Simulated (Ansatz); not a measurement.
The cluster TiSi5 was relaxed with r2SCAN-D4 (def2-SVP) in Ansatz in these states: charge +1 doublet, neutral quintet, neutral singlet, neutral triplet. The geometries follow in no particular order.

A:

```xyz
6

Ti   -0.033    1.923    0.363
Si    0.752    0.028   -1.126
Si    1.179   -1.851    0.136
Si   -1.515    0.716   -1.451
Si    0.732   -0.118    1.726
Si   -1.115   -0.699    0.351
```

B:

```xyz
6

Ti    0.511    1.786    0.197
Si   -1.157   -0.078    0.580
Si   -0.789   -1.819   -1.040
Si    0.703    0.217    2.041
Si   -0.382    0.543   -1.637
Si    1.114   -0.650   -0.141
```

C:

```xyz
6

Ti    1.913    0.376    0.110
Si   -0.536    1.061    0.635
Si   -1.984   -0.098   -0.820
Si    0.458   -0.627    1.953
Si    0.205    0.639   -1.645
Si   -0.056   -1.351   -0.233
```

D:

```xyz
6

Ti   -0.778    0.295    1.684
Si   -0.805   -0.917   -0.505
Si    0.486    0.371   -2.091
Si    0.712   -1.694    1.132
Si   -0.851    1.531   -0.426
Si    1.237    0.415    0.206
```

Problem. Judge from the bond lengths which geometry belongs to which state (an estimate).

Solution. A is the neutral quintet (Si2–Si5 2.856 Å, Ti1–Si6 2.836 Å, Ti1–Si4 2.636 Å); B is the neutral singlet (Si2–Si5 2.429 Å, Ti1–Si6 2.532 Å, Ti1–Si4 2.429 Å); C is the neutral triplet (Si2–Si5 2.433 Å, Ti1–Si6 2.641 Å, Ti1–Si4 2.554 Å); D is the charge +1 doublet (Si2–Si5 2.450 Å, Ti1–Si6 2.502 Å, Ti1–Si4 2.546 Å).

At PBE0-D4/def2-TZVP a singlet lies 1.10 eV below the neutral quintet. At PBE0-D4/def2-TZVP a singlet lies 0.10 eV below the neutral triplet. These are the stationary points nearest to one start from a short search; other shapes may lie lower in each state.
